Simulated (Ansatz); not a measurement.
Reaction (ligand exchange at the Sn–Se bond): `C[O][SnH]([CH3])[SeH]` + H₂S → `C[O][SnH]([CH3])[SH]` + H₂Se

Gas-phase electronic energies from Ansatz, PBE0-D4/def2-TZVP geometries. CBS: MP2 limit from def2 TZ/QZ plus the TZ coupled-cluster correction, frozen cores. This one scheme is used for every species. Functionals use def2-TZVPP. B3LYP here is the variant with VWN-RPA as its local correlation; programs differ in this. Elements past krypton have def2 core potentials. For Se, Sn outer-core shells are correlated without core-valence functions, which leaves a few kJ/mol of doubt a bond. Scalar relativity is left out up to krypton. One conformer a species, not always the lowest.

| level | ΔE (kcal/mol) | difference from CCSD(T)/CBS |
| --- | --- | --- |
| r2SCAN-D4 | 4.0 | -0.8 |
| PBE | 4.0 | -0.8 |
| PBE0 | 4.2 | -0.6 |
| B3LYP | 4.2 | -0.6 |
| HF/def2-TZVPP | 4.5 | -0.3 |
| MP2/def2-TZVPP | 4.3 | -0.5 |
| CCSD(T)/def2-TZVPP | 4.0 | -0.8 |
| MP2/def2-QZVPP | 4.8 | 0.0 |
| MP2/CBS(def2) | 5.1 | 0.3 |
| CCSD/CBS(def2) | 4.9 | 0.1 |
| CCSD(T)/CBS | 4.8 | 0 |

Largest T1 diagnostic among the species: 0.013.
